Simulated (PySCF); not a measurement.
CH5FGe (SMILES [CH3][GeH2][F]), singlet, geometry from GFN2-xTB; CAMB3LYP/def2-SVP, polarisability (PySCF).

PySCF was given this input:
```python
from pyscf import gto, scf, dft
from pyscf.prop import polarizability

mol = gto.M(
    atom='''
Ge    0.21713276    0.25177654    0.17465432
C    -1.72139845   -0.05853642    0.14489955
F     0.89059425   -0.97968685   -0.87227012
H     0.71344805    1.51329465   -0.47740754
H     0.92969362   -0.02436337    1.47039552
H    -1.93836206   -1.06178474    0.50515240
H    -2.24846321    0.65711359    0.76837142
H    -2.09152211    0.02729085   -0.87441623
''',
    basis='def2-svp',
    verbose=4,
)

mf = dft.RKS(mol)
mf.xc = 'camb3lyp'
mf.kernel()
alpha = mf.Polarizability().polarizability()[2, 2]
print('alpha_zz =', alpha)
```

**Question.** Predict the main parts of the log of this PySCF run.

**Answer.** 
```
site-packages/pyscf/prop/efg/rhf.py:45: UserWarning: Module EFG is under testing
  warnings.warn('Module EFG is under testing')
site-packages/pyscf/prop/efg/dhf.py:30: UserWarning: Module EFG is under testing
  warnings.warn('Module EFG is under testing')
site-packages/pyscf/prop/zfs/uhf.py:40: UserWarning: Module ZFS is under testing
  warnings.warn('Module ZFS is under testing')
site-packages/pyscf/prop/gtensor/uhf.py:43: UserWarning: Module g-tensor is under testing
  warnings.warn('Module g-tensor is under testing')
site-packages/pyscf/prop/gtensor/uks.py:41: UserWarning: Module g-tensor is under testing
  warnings.warn('Module g-tensor is under testing')
site-packages/pyscf/prop/hfc/uks.py:35: UserWarning: Module HFC is under testing
  warnings.warn('Module HFC is under testing')
site-packages/pyscf/prop/magnetizability/rhf.py:39: UserWarning: Module magnetizability is under testing
  warnings.warn('Module magnetizability is under testing')
site-packages/pyscf/prop/magnetizability/uhf.py:37: UserWarning: Module magnetizability is under testing
  warnings.warn('Module magnetizability is under testing')
site-packages/pyscf/prop/magnetizability/rks.py:37: UserWarning: Module magnetizability is under testing
  warnings.warn('Module magnetizability is under testing')
site-packages/pyscf/prop/magnetizability/uks.py:39: UserWarning: Module magnetizability is under testing
  warnings.warn('Module magnetizability is under testing')
site-packages/pyscf/prop/polarizability/uhf.py:34: UserWarning: Module polarizability is under testing
  warnings.warn('Module polarizability is under testing')
site-packages/pyscf/prop/polarizability/rks.py:29: UserWarning: Module polarizability is under testing
  warnings.warn('Module polarizability is under testing')
site-packages/pyscf/prop/polarizability/uks.py:29: UserWarning: Module polarizability is under testing
  warnings.warn('Module polarizability is under testing')
PySCF version 2.14.0

[INPUT] verbose = 4
[INPUT] num. atoms = 8
[INPUT] num. electrons = 52
[INPUT] charge = 0
[INPUT] spin (= nelec alpha-beta = 2S) = 0
[INPUT] symmetry False subgroup None
[INPUT] Mole.unit = angstrom
[INPUT] Symbol           X                Y                Z      unit          X                Y                Z       unit  Magmom
[INPUT]  1 Ge     0.217132760000   0.251776540000   0.174654320000 AA    0.410321449071   0.475788705191   0.330048831272 Bohr   0.0
[INPUT]  2 C     -1.721398450000  -0.058536420000   0.144899550000 AA   -3.252971621751  -0.110617802113   0.273820465073 Bohr   0.0
[INPUT]  3 F      0.890594250000  -0.979686850000  -0.872270120000 AA    1.682979220612  -1.851339834338  -1.648351633442 Bohr   0.0
[INPUT]  4 H      0.713448050000   1.513294650000  -0.477407540000 AA    1.348221418605   2.859712434270  -0.902169500402 Bohr   0.0
[INPUT]  5 H      0.929693620000  -0.024363370000   1.470395520000 AA    1.756866321555  -0.046040096771   2.778644827587 Bohr   0.0
[INPUT]  6 H     -1.938362060000  -1.061784740000   0.505152400000 AA   -3.662973423648  -2.006482361843   0.954599687167 Bohr   0.0
[INPUT]  7 H     -2.248463210000   0.657113590000   0.768371420000 AA   -4.248979668060   1.241764717830   1.452011545743 Bohr   0.0
[INPUT]  8 H     -2.091522110000   0.027290850000  -0.874416230000 AA   -3.952403971372   0.051572232207  -1.652407193575 Bohr   0.0

nuclear repulsion = 211.831645902402
number of shells = 39
number of NR pGTOs = 157
number of NR cGTOs = 85
basis = def2-svp
ecp = {}

******** <class 'pyscf.dft.rks.RKS'> ********
method = RKS
initial guess = minao
damping factor = 0
level_shift factor = 0
DIIS = <class 'pyscf.scf.diis.CDIIS'>
diis_start_cycle = 1
diis_space = 8
diis_damp = 0
SCF conv_tol = 1e-09
SCF conv_tol_grad = None
SCF max_cycles = 50
direct_scf = True
direct_scf_tol = 1e-13
XC library pyscf.dft.libxc version 7.1.2
    S. Lehtola, C. Steigemann, M. J. T. Oliveira, and M. A. L. Marques,  SoftwareX 7, 1–5 (2018)
XC functionals = camb3lyp
    T. Yanai, D. P. Tew, and N. C. Handy,  Chem. Phys. Lett. 393, 51 (2004)
radial grids:
    Treutler-Ahlrichs [JCP 102, 346 (1995); DOI:10.1063/1.469408] (M4) radial grids

becke partition: Becke, JCP 88, 2547 (1988); DOI:10.1063/1.454033
pruning grids: <function nwchem_prune>
grids dens level: 3
symmetrized grids: False
atomic radii adjust function: <function treutler_atomic_radii_adjust>
small_rho_cutoff = 0
Set gradient conv threshold to 3.16228e-05
Initial guess from minao.
tot grids = 98064
init E= -2216.98718515906
  HOMO = -0.358173781857963  LUMO = 0.000366486321498272  gap/eV = 9.75638
cycle= 1 E= -2217.59881344281  delta_E= -0.612  |g|= 0.738  |ddm|= 2.57
  HOMO = -0.26356358084262  LUMO = 0.0396701343787638  gap/eV = 8.25141
cycle= 2 E= -2217.52974495935  delta_E= 0.0691  |g|= 1.03  |ddm|= 1.35
  HOMO = -0.380062880788775  LUMO = 0.0505787253295811  gap/eV = 11.71835
cycle= 3 E= -2217.68836259436  delta_E= -0.159  |g|= 0.0687  |ddm|= 0.793
  HOMO = -0.380793804823621  LUMO = 0.0544157557298464  gap/eV = 11.84266
cycle= 4 E= -2217.68906924489  delta_E= -0.000707  |g|= 0.0276  |ddm|= 0.0673
  HOMO = -0.380128248555502  LUMO = 0.0552917605393954  gap/eV = 11.84838
cycle= 5 E= -2217.68919356114  delta_E= -0.000124  |g|= 0.00179  |ddm|= 0.0209
  HOMO = -0.380459224841057  LUMO = 0.0549977297766988  gap/eV = 11.84939
cycle= 6 E= -2217.68919458894  delta_E= -1.03e-06  |g|= 0.000328  |ddm|= 0.00335
  HOMO = -0.380440560969654  LUMO = 0.0550325950647759  gap/eV = 11.84983
cycle= 7 E= -2217.68919463723  delta_E= -4.83e-08  |g|= 7.43e-05  |ddm|= 0.000771
  HOMO = -0.38044617670489  LUMO = 0.0550238210985587  gap/eV = 11.84974
cycle= 8 E= -2217.68919463955  delta_E= -2.31e-09  |g|= 1.84e-05  |ddm|= 0.00016
  HOMO = -0.380448319819141  LUMO = 0.055023975502507  gap/eV = 11.84980
cycle= 9 E= -2217.68919463968  delta_E= -1.32e-10  |g|= 8.18e-06  |ddm|= 3.44e-05
  HOMO = -0.380445994143945  LUMO = 0.0550251034818983  gap/eV = 11.84977
Extra cycle  E= -2217.68919463966  delta_E= 1.27e-11  |g|= 7.87e-06  |ddm|= 1.38e-05
converged SCF energy = -2217.68919463966
Isotropic polarizability 36.0008862771
Polarizability anisotropy 7.52537310187
alpha_zz = 33.683337015033146
```
